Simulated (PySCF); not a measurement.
## Bonding in `C/N=C\c1ccncc1`

Compound: C7H8N2.
Atom-mapped SMILES: `[CH3:1]/[N:2]=[CH:3]\[c:4]1[cH:5][cH:6][n:7][cH:8][cH:9]1` (hydrogens: H10, H11, H12 on C1; H13 on C3; H14 on C5; H15 on C6; H16 on C8; H17 on C9)

Structure used (PBE0-D3(BJ)/def2-SVP), in Å, numbered top down from 1:
```xyz
17
C7H8N2 angstrom
C      2.4729    0.2095   -0.3230
N      2.0283   -1.0845    0.1087
C      0.8295   -1.3243    0.4449
C     -0.3389   -0.4101    0.5247
C     -0.2777    0.8836    1.0555
C     -1.4429    1.6473    1.1074
N     -2.6253    1.2198    0.6739
C     -2.6898   -0.0146    0.1807
C     -1.5910   -0.8662    0.0969
H      3.0628    0.6794    0.4829
H      1.6776    0.9139   -0.6268
H      3.1678    0.0767   -1.1672
H      0.5949   -2.3723    0.7004
H      0.6553    1.2874    1.4516
H     -1.4125    2.6601    1.5264
H     -3.6737   -0.3529   -0.1649
H     -1.7050   -1.8760   -0.3060
```

Bond orders from the PBE0/pcSseg-1 density (PySCF). The structure is a single PBE0-D3(BJ)/def2-SVP conformer in the gas phase; no vibrational or solvent corrections.

Where do the orders between heavy atoms depart from those drawn in the SMILES?

The largest departure is 0.138, at C4–C5 (drawn aromatic, 1.362), counting aromatic bonds as 1.5. The bonds drawn aromatic range from 1.36 to 1.48.

Set the Mayer orders of the bonds beside their lengths.

```
  bond  drawn as  length (Å)  Mayer order
 C1–N2    single       1.435        0.986
 N2–C3    double       1.268        1.974
 C3–C4    single       1.486        1.000
 C4–C5  aromatic       1.400        1.362
 C5–C6  aromatic       1.394        1.403
 C6–N7  aromatic       1.330        1.476
 N7–C8  aromatic       1.331        1.470
 C8–C9  aromatic       1.393        1.405
 C9–C4  aromatic       1.400        1.368
C1–H10    single       1.104        0.946
C1–H11    single       1.105        0.940
C1–H12    single       1.101        0.962
C3–H13    single       1.104        0.956
C5–H14    single       1.091        0.963
C6–H15    single       1.096        0.966
C8–H16    single       1.096        0.966
C9–H17    single       1.093        0.971
```

Bonds between the same two heavy elements. C–N: lowest C1–N2 (0.986, 1.435 Å), highest N2–C3 (1.974, 1.268 Å). C–C: lowest C3–C4 (1.000, 1.486 Å), highest C8–C9 and C5–C6 (1.405, 1.393 Å). Bonds named together lie within 0.004.

Sum the orders of all bonds at each heavy atom with more than one neighbour and set the sums beside the valence in the SMILES.

C1 3.834 (drawn 4), N2 2.960 (drawn 3), C3 3.930 (drawn 4), C4 3.730 (drawn 4), C5 3.728 (drawn 4), C6 3.845 (drawn 4), N7 2.946 (drawn 3), C8 3.841 (drawn 4), C9 3.744 (drawn 4). Orders between atoms that aren't bonded are not in these sums.

For a closed shell the Mayer order of atoms A and B is Σ (PS)μν (PS)νμ over the basis functions μ on A and ν on B, with P the density and S the overlap matrix.
